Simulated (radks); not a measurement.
Results of a calculation; reference values are marked as such.
The praseodymium ion Pr51+, configuration [He] 2s2 2p4. Code: a radial shooting solver on a logarithmic mesh with Libxc functionals. Model: scalar-relativistic Kohn-Sham, r2SCAN, spin-polarised, spherical densities, finite nucleus; open shells are filled with parallel spins first (spin-orbit coupling, left out, can overturn this in heavy ions); meta-GGA in the generalised Kohn-Sham scheme; Fermi nuclear charge, rms radius 4.8919 fm.

Normalised radial functions P(r) = r R(r), r in bohr:

```
   r/bohr * 1s up, o 2s down, + 2p up (the largest magnitude, 5.73, reaches the edge; | marks zero, & curves that meet)
 0.002015                             +  o     *
 0.002775                             +   o       *
 0.003852                             +    o         *
 0.005305                             |+    o            *
 0.007364                             |+      o             *
  0.01014                             | +     o                *
  0.01397                             |   +   o                  *
  0.01939                             |     &                   *
   0.0267                             |  o    +              *
  0.03706                          o  |           +    *
  0.05104                   o         |         *    +
  0.07085              o              |   *           +
  0.09758              o              |*            +
   0.1344                  o          *        +
   0.1865                        o    *   +
   0.2569                            o*+
   0.3566                             &
   0.4911                             &
   0.6817                             &
```

1s up: eigenvalue -46201 eV, 0 radial nodes, <r> = 0.0241 bohr, 90 % of the charge inside 0.0434 bohr. 2s down: eigenvalue -10569.0 eV, 1 radial node at r = 0.0312 bohr, <r> = 0.100 bohr, 90 % of the charge inside 0.154 bohr. 2p up: eigenvalue -9986.7 eV, 0 radial nodes, <r> = 0.0871 bohr, 90 % of the charge inside 0.141 bohr.
